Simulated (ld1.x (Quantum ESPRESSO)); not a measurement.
**What one change does to a pseudopotential (Sn (Z = 50), TM semilocal)**

ld1.x (Quantum ESPRESSO) 7.5 input, shortened:

```
&input
   title='Sn', zed=50., rel=1, dft='PBESOL', iswitch=3,
   config='[Kr] 4d10 5s2 5p0'
 /
 &inputp
   pseudotype=1, tm=.true., lloc=1,
   nlcc=.false.
 /
2
5S  1  0   2.00   0.00  1.70  1.70  0.0
5P  2  1   0.00   0.00  1.80  1.80  0.0
 &test
   configts(1)='5s2 5p0'
 /
```

Change: core correction a·sin(br)/r model core inside 2.06 bohr.

Cutoffs: the cutoffs (Ry, on a coarse ladder) from which the occupation-weighted sum of valence levels, in a spherical-Bessel basis at the reference potential, stays within 10 and 1 mRy of its value at 400 Ry; they do not see the model core or the augmentation charge, which bear on the density cutoff. Errors are all-electron minus pseudo energies relative to the spin-unpolarised reference configuration.

Problem. How do hardness, ghosts and transferability respond?

Solution. The potential gets neither clearly harder nor softer (25 Ry and 55 Ry → 25 Ry and 55 Ry); of the 7 tests that both files solve, the error grows in 1 and shrinks in 5 by more than 15 % and 0.3 meV (median size 62.8 → 38.1 meV); neither file shows a bound ghost. A semilocal file is local in each channel, so a ghost entry of none says nothing of the separable form that plane-wave codes build from it. A model core, the more so a compact one, raises the density cutoff, which this test does not measure.

```csv
quantity,base,changed
"cutoff, loose",25 Ry,25 Ry
"cutoff, tight",55 Ry,55 Ry
bound ghosts,none,none
"error for 5s2 5p2, meV [ΔE -20.87 eV]",+61,-49
"error for 5s2 5p1, meV [ΔE -13.97 eV]",+26,-22
"error for 5s1 5p0, meV [ΔE 31.01 eV]",+92,-125
"error for 5s2 5p2.3, meV [ΔE -21.72 eV]",+70,-52
"error for 5s0 5p4, meV [ΔE -6.62 eV]",+163,+1.9
"error for 5s2 5p1.5, meV [ΔE -18.24 eV]",+43,-38
"error for 5s1 5p2, meV [ΔE -6.28 eV]",+63,-1.1
s: phases at 1.95 bohr within 0.05 rad from the reference energy up to (Ry; the scan ends near 5),1.6,1.6
p: phases at 1.95 bohr within 0.05 rad from the reference energy up to (Ry; the scan ends near 5),-0.5,-0.5
```
